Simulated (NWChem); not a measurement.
Molecule: CuF; SMILES [F][Cu]

```xyz
2

Cu     0.0000     0.0000    -0.4237
F      0.0000     0.0000     1.3263
```
Atoms are numbered in this order, from 1.

Program: NWChem. Pople sets run with spherical d functions. The geometry was optimised at PBE0/def2-SVP. GIAO values for the isolated, static molecule; σ is the absolute isotropic shielding, δ = σ(reference) − σ with the isolated reference molecule computed at the same levels (19F: trichlorofluoromethane).

| level | σ Cu1 (ppm) | δ F2 (ppm) |
|---|---|---|
| PBE0/pcSseg-2 | 930.2 | -431.9 |
| KT2/pcSseg-1 | [?] | [?] |
| B3LYP/6-31G* | -7543.8 | -1002.2 |
| LDA (Slater exchange, VWN5)/pcSseg-1 | 151.6 | -552.8 |

Q: What belongs in the gaps?

A: 
- KT2/pcSseg-1, σ Cu1 (ppm): 149.2
- KT2/pcSseg-1, δ F2 (ppm): -520.7
